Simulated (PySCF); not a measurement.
## [Dy(H2O)3]3+: from a saddle point downhill

PySCF 2.14.0, RKS PBE, Dy lcecp-1-SVP with ECP55, O def2-SVP, H def2-SVP; non-relativistic Hamiltonian with scalar-relativistic core potentials where named; density fitting; no spin-orbit coupling. Relaxed within the symmetry of its start, the geometry (D3h) is

```xyz
10

Dy    0.0000    0.0000    0.0000
O     2.2674    0.0000    0.0000
H     2.8929    0.0000    0.7791
H     2.8929    0.0000   -0.7791
O    -1.1337    1.9636    0.0000
H    -1.4464    2.5053    0.7791
H    -1.4464    2.5053   -0.7791
O    -1.1337   -1.9636    0.0000
H    -1.4465   -2.5053    0.7791
H    -1.4465   -2.5053   -0.7791
```

and its lowest harmonic modes are -220, -204, -204, -57, 53, 53 cm⁻¹ (negative: unstable). It was moved along the lowest mode and relaxed again, within the group D3 that the move left.

Problem. Where does it end, and how much lower?

Solution. In D3, 0.169 eV lower, after 21 steps:
```xyz
10

Dy    0.0000    0.0000    0.0000
O     2.2532    0.0000    0.0000
H     2.8776   -0.7564    0.1927
H     2.8776    0.7564   -0.1927
O    -1.1266    1.9513    0.0000
H    -0.7837    2.8703    0.1927
H    -2.0939    2.1139   -0.1927
O    -1.1266   -1.9513    0.0000
H    -2.0939   -2.1139    0.1927
H    -0.7837   -2.8703   -0.1927
```

Problem. How do the contacts change?

Solution. 
| contact | saddle (Å) | end (Å) |
| --- | --- | --- |
| Dy1–O2 (H2O) | 2.267 | 2.253 |
| Dy1–O5 (H2O) | 2.267 | 2.253 |
| Dy1–O8 (H2O) | 2.267 | 2.253 |


Problem. Is the end a minimum?

Solution. Yes, as far as the noise of the softest modes lets one tell (those above −25 cm⁻¹ count as noise); lowest modes -22, 75, 75, 104, 111, 111 cm⁻¹.

An lcecp potential fixes the number of 4f electrons, so in runs with it no electron can move into or out of that shell.

State: singlet in the valence, with the 4f electrons in the core potential.
